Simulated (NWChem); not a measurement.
C$_{4}$H$_{4}$O$_{2}$; SMILES C1=COCC1=O

```xyz
10

O     -0.0444     2.0815     0.0000
C      0.0390     0.8665     0.0000
C      1.2090    -0.0112     0.0000
C      0.7513    -1.2815     0.0000
O     -0.5910    -1.4322     0.0000
C     -1.1584    -0.1046     0.0000
H      2.2409     0.3083     0.0000
H      1.2989    -2.2175     0.0000
H     -1.7804     0.0101    -0.8925
H     -1.7804     0.0101     0.8925
```
Atoms are numbered in this order, from 1.

Program: NWChem. Pople sets run with spherical d functions. Geometry: optimised at B3LYP/6-31G* (spherical d). Atomic charges in e: unrestrained fits to the electrostatic potential beside Mulliken populations; buried atoms are poorly determined by the fit.

Estimate the computed values for Hartree-Fock/6-31G*. Quantities: ESP O1; Mulliken O1; ESP C2; Mulliken C2; ESP C3; Mulliken C3; ESP C4; Mulliken C4; ESP O5; Mulliken O5; relative RMS misfit of the potential (%).


```yaml
ESP O1: -0.62
Mulliken O1: -0.58
ESP C2: 0.70
Mulliken C2: 0.51
ESP C3: -0.52
Mulliken C3: -0.39
ESP C4: 0.23
Mulliken C4: 0.24
ESP O5: -0.37
Mulliken O5: -0.64
relative RMS misfit of the potential (%): 21
```
